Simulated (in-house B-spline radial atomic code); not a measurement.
Orbital energies and mean radii along the 39-electron series, configuration 1s2 2s2 2p6 3s2 3p6 3d10 4s2 4p6 4d3/2(3). The effective charge is n√(-2ε), a non-relativistic measure. Computed with an all-electron radial atomic-structure program (B-spline basis): Dirac-Hartree-Fock, jj configuration that fills j = l - 1/2 first, finite nuclei.

```json
{"ion": "Ba17+", "Z": "56", "energy of 4d3/2 (Eh)": "-16.728", "mean radius of 4d3/2 (bohr)": "0.69368", "energy of 3d3/2 (Eh)": "-44.891", "mean radius of 3d3/2 (bohr)": "0.26152", "energy of 4p3/2 (Eh)": "-20.083", "mean radius of 4p3/2 (bohr)": "0.6718", "effective charge of 4d3/2": "23.137"}
{"ion": "La18+", "Z": "57", "energy of 4d3/2 (Eh)": "?", "mean radius of 4d3/2 (bohr)": "?", "energy of 3d3/2 (Eh)": "?", "mean radius of 3d3/2 (bohr)": "?", "energy of 4p3/2 (Eh)": "?", "mean radius of 4p3/2 (bohr)": "?", "effective charge of 4d3/2": "?"}
{"ion": "Ce19+", "Z": "58", "energy of 4d3/2 (Eh)": "?", "mean radius of 4d3/2 (bohr)": "?", "energy of 3d3/2 (Eh)": "?", "mean radius of 3d3/2 (bohr)": "?", "energy of 4p3/2 (Eh)": "?", "mean radius of 4p3/2 (bohr)": "?", "effective charge of 4d3/2": "?"}
{"ion": "Pr20+", "Z": "59", "energy of 4d3/2 (Eh)": "-21.715", "mean radius of 4d3/2 (bohr)": "0.62532", "energy of 3d3/2 (Eh)": "-55.256", "mean radius of 3d3/2 (bohr)": "0.24248", "energy of 4p3/2 (Eh)": "-25.479", "mean radius of 4p3/2 (bohr)": "0.61422", "effective charge of 4d3/2": "26.36"}
{"ion": "Nd21+", "Z": "60", "energy of 4d3/2 (Eh)": "-23.508", "mean radius of 4d3/2 (bohr)": "0.60557", "energy of 3d3/2 (Eh)": "-58.943", "mean radius of 3d3/2 (bohr)": "0.23672", "energy of 4p3/2 (Eh)": "-27.409", "mean radius of 4p3/2 (bohr)": "0.59721", "effective charge of 4d3/2": "27.427"}
{"ion": "Pm22+", "Z": "61", "energy of 4d3/2 (Eh)": "-25.367", "mean radius of 4d3/2 (bohr)": "0.58708", "energy of 3d3/2 (Eh)": "-62.747", "mean radius of 3d3/2 (bohr)": "0.23122", "energy of 4p3/2 (Eh)": "-29.405", "mean radius of 4p3/2 (bohr)": "0.58112", "effective charge of 4d3/2": "28.491"}
{"ion": "Sm23+", "Z": "62", "energy of 4d3/2 (Eh)": "-27.291", "mean radius of 4d3/2 (bohr)": "0.56972", "energy of 3d3/2 (Eh)": "-66.666", "mean radius of 3d3/2 (bohr)": "0.22596", "energy of 4p3/2 (Eh)": "-31.466", "mean radius of 4p3/2 (bohr)": "0.56588", "effective charge of 4d3/2": "29.552"}
{"ion": "Eu24+", "Z": "63", "energy of 4d3/2 (Eh)": "?", "mean radius of 4d3/2 (bohr)": "?", "energy of 3d3/2 (Eh)": "?", "mean radius of 3d3/2 (bohr)": "?", "energy of 4p3/2 (Eh)": "?", "mean radius of 4p3/2 (bohr)": "?", "effective charge of 4d3/2": "?"}
{"ion": "Gd25+", "Z": "64", "energy of 4d3/2 (Eh)": "-31.336", "mean radius of 4d3/2 (bohr)": "0.538", "energy of 3d3/2 (Eh)": "-74.855", "mean radius of 3d3/2 (bohr)": "0.21611", "energy of 4p3/2 (Eh)": "-35.786", "mean radius of 4p3/2 (bohr)": "0.53771", "effective charge of 4d3/2": "31.666"}
{"ion": "Tb26+", "Z": "65", "energy of 4d3/2 (Eh)": "-33.457", "mean radius of 4d3/2 (bohr)": "0.52345", "energy of 3d3/2 (Eh)": "-79.123", "mean radius of 3d3/2 (bohr)": "0.21149", "energy of 4p3/2 (Eh)": "-38.045", "mean radius of 4p3/2 (bohr)": "0.52466", "effective charge of 4d3/2": "32.721"}
```

Fill in the row of La18+.

energy of 4d3/2 (Eh): -18.325; mean radius of 4d3/2 (bohr): 0.66919; energy of 3d3/2 (Eh): -48.23; mean radius of 3d3/2 (bohr): 0.25486; energy of 4p3/2 (Eh): -21.816; mean radius of 4p3/2 (bohr): 0.65142; effective charge of 4d3/2: 24.216.

Fill in the row of Ce19+.

energy of 4d3/2 (Eh): -19.987; mean radius of 4d3/2 (bohr): 0.64647; energy of 3d3/2 (Eh): -51.685; mean radius of 3d3/2 (bohr): 0.24852; energy of 4p3/2 (Eh): -23.615; mean radius of 4p3/2 (bohr): 0.63226; effective charge of 4d3/2: 25.29.

Fill in the row of Eu24+.

energy of 4d3/2 (Eh): -29.281; mean radius of 4d3/2 (bohr): 0.55339; energy of 3d3/2 (Eh): -70.702; mean radius of 3d3/2 (bohr): 0.22093; energy of 4p3/2 (Eh): -33.593; mean radius of 4p3/2 (bohr): 0.55144; effective charge of 4d3/2: 30.61.

How does the screening of 4d3/2 change?

Z less the effective charge goes from 32.86 at Z = 56 to 32.28 at Z = 65.
